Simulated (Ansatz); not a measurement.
Input file for Ansatz (a program for electronic structure): R-PBE/def2-TZVPP on BH4P (SMILES BP), a point of a torsion scan.

Ansatz 0.2 input:
```yaml
crystal:
  periodic: [false, false, false]
  atoms:
    - {symbol: B, position_ang: [-0.84434477, -0.03842222, -0.08880557]}
    - {symbol: P, position_ang: [1.04846015, -0.20003274, -0.30370231]}
    - {symbol: H, position_ang: [-1.40870076, 0.89778878, -0.49878002]}
    - {symbol: H, position_ang: [-1.41628491, -0.83656622, 0.54324646]}
    - {symbol: H, position_ang: [1.26293325, 0.96738907, 0.42128874]}
    - {symbol: H, position_ang: [1.12560939, 0.52311529, -1.48845068]}
basis:
  gaussian:
    orbitals: def2-TZVPP
hamiltonian:
  xc: {name: PBE}
scf: {lower_state_search: off}
```

The head of its log:

```
WARN ansatz: RAYON_NUM_THREADS=1 ignored (pool sized by the plan → 1); use --threads N
Functional definition: PBE
these checks for a lower state are left out or cut short: stability, starts, cluster_reference, orbital_swaps, neighbouring_geometries, increment
integrals: 0.03 GiB planned
692 factors; their error is unknown
mean field: 0.32 GiB planned
mean field evaluation 1: about -10021.2430 eV, gradient 2.6e1 eV
mean field evaluation 2: about -10020.8476 eV, gradient 2.9e1 eV
```

Give the final energy of this run.

-368.3616 hartree.
